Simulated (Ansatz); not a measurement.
Two members of one family (Cyclo-(X2GeNH)n), computed with Ansatz in the gas phase. Binding counts from free atoms in the multiplicity of their measured ground term, without zero-point energy. The structures are stationary points that may keep the symmetry of their start.

First: cyclo-(F2GeNH)3 (singlet, charge 0, PBE-D4/def2-SVP geometry).

```xyz
15

Ge    1.729   -0.762   -0.096
F     2.552   -1.818    1.017
F     2.924   -0.576   -1.350
N     0.224   -1.537   -0.745
Ge   -1.483   -0.926   -0.724
F    -2.548   -2.068    0.048
F    -2.146   -0.863   -2.333
N    -1.572    0.699    0.077
Ge   -0.247    1.687    0.820
F    -0.602    2.078    2.479
F    -0.174    3.270    0.097
N     1.344    0.827    0.690
H     0.360   -2.445   -1.201
H    -2.504    1.126    0.100
H     2.141    1.308    1.121
```

```tsv
level	HOMO (eV)	LUMO (eV)	gap (eV)	binding per atom (eV)
PBE-D4/def2-SVP	-7.49	-2.58	4.91	4.12
B3LYP-D4/6-31G	-9.17	-2.65	6.52	3.77
PBE0-D4/def2-SVP	-9.21	-1.63	7.58	3.94
```

Second: cyclo-(Me2GeNH)3 (singlet, charge 0, PBE-D4/def2-SVP geometry).

```tsv
atom	x (Å)	y (Å)	z (Å)
Ge1	-1.5312	-0.8990	0.5889
C2	-2.4788	-0.9214	2.3097
C3	-2.1472	-2.3618	-0.5807
N4	-1.7506	0.7197	-0.3010
Ge5	-0.2524	1.8029	-0.5767
C6	-0.7048	3.1057	-1.9745
C7	0.2280	2.6158	1.1390
N8	1.2287	0.8178	-1.1512
Ge9	1.7008	-0.6964	-0.1827
C10	2.0086	-2.1789	-1.4435
C11	3.2739	-0.3755	0.9473
N12	0.2797	-0.9838	0.9797
H13	-2.1295	-0.0819	2.9410
H14	-3.5685	-0.8050	2.1455
H15	-2.3063	-1.8754	2.8481
H16	-2.0419	-3.3377	-0.0667
H17	-1.5455	-2.3876	-1.5112
H18	-3.2130	-2.2252	-0.8552
H19	-2.3718	0.6652	-1.1158
H20	-0.9351	2.5941	-2.9305
H21	0.1434	3.7966	-2.1421
H22	-1.5903	3.6983	-1.6717
H23	1.1213	3.2596	1.0281
H24	-0.6135	3.2160	1.5348
H25	0.4554	1.8046	1.8575
H26	1.2619	0.6819	-2.1675
H27	2.3008	-3.0963	-0.8943
H28	2.8206	-1.9257	-2.1554
H29	1.0878	-2.3946	-2.0198
H30	3.1012	0.5161	1.5807
H31	3.4783	-1.2461	1.6023
H32	4.1677	-0.1913	0.3186
H33	0.5221	-1.3107	1.9196
```

What does the change do? Estimate second minus first.


```
           level  Δ HOMO (eV)  Δ LUMO (eV)  Δ gap (eV)  Δ binding per atom (eV)
 PBE-D4/def2-SVP         2.80         2.76       -0.04                    -0.21
  B3LYP-D4/6-31G         3.49         3.58        0.08                     0.04
PBE0-D4/def2-SVP         3.12         2.64       -0.47                    -0.07
```
